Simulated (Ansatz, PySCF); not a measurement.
The Ansatz (a quantum-chemistry and plane-wave program) input:
Ansatz 0.2 input:
```yaml
crystal:
  periodic: [false, false, false]
  atoms:
    - {symbol: C, position_ang: [2.60420738, -0.06080455, 0.21942077]}
    - {symbol: C, position_ang: [1.23737066, 0.30649861, 0.33831768]}
    - {symbol: O, position_ang: [0.88586318, 1.30069164, 0.99078704]}
    - {symbol: C, position_ang: [0.29623626, -0.55788055, -0.37721040]}
    - {symbol: C, position_ang: [-1.04317296, -0.38695099, -0.37348314]}
    - {symbol: C, position_ang: [-1.75407884, 0.71276015, 0.32968741]}
    - {symbol: O, position_ang: [-1.87451690, -1.22643584, -1.02184069]}
    - {symbol: H, position_ang: [3.35242127, 0.54136143, 0.70354210]}
    - {symbol: H, position_ang: [2.92467247, -0.88544692, -0.39065939]}
    - {symbol: H, position_ang: [0.72147317, -1.38935721, -0.92474692]}
    - {symbol: H, position_ang: [-1.40770488, 0.78167082, 1.35885213]}
    - {symbol: H, position_ang: [-2.82547492, 0.53737980, 0.29019472]}
    - {symbol: H, position_ang: [-1.51584429, 1.66647704, -0.13808284]}
    - {symbol: H, position_ang: [-1.38368790, -1.92786732, -1.47106470]}
basis:
  gaussian:
    orbitals: STO-3G
hamiltonian:
  xc: pbe
magnetization: {spin_polarized: true, initial_magnetization: 1}
accuracy: high
```

Question: Write the same job for PySCF.

Answer: This is not unique; one that fits is 
```python
from pyscf import gto, scf, dft

mol = gto.M(
    atom='''
C     2.604207   -0.060805    0.219421
C     1.237371    0.306499    0.338318
O     0.885863    1.300692    0.990787
C     0.296236   -0.557881   -0.377210
C    -1.043173   -0.386951   -0.373483
C    -1.754079    0.712760    0.329687
O    -1.874517   -1.226436   -1.021841
H     3.352421    0.541361    0.703542
H     2.924672   -0.885447   -0.390659
H     0.721473   -1.389357   -0.924747
H    -1.407705    0.781671    1.358852
H    -2.825475    0.537380    0.290195
H    -1.515844    1.666477   -0.138083
H    -1.383688   -1.927867   -1.471065
''',
    basis='sto-3g',
    charge=0,
    spin=1,
    verbose=4,
)

mf = dft.UKS(mol)
mf.xc = 'pbe'
mf.grids.atom_grid = (99, 590)
mf.grids.prune = None
mf.kernel()
```

Both were run: Ansatz gave -340.215834 Eh and PySCF -340.215834 Eh, 0.000 mEh apart.
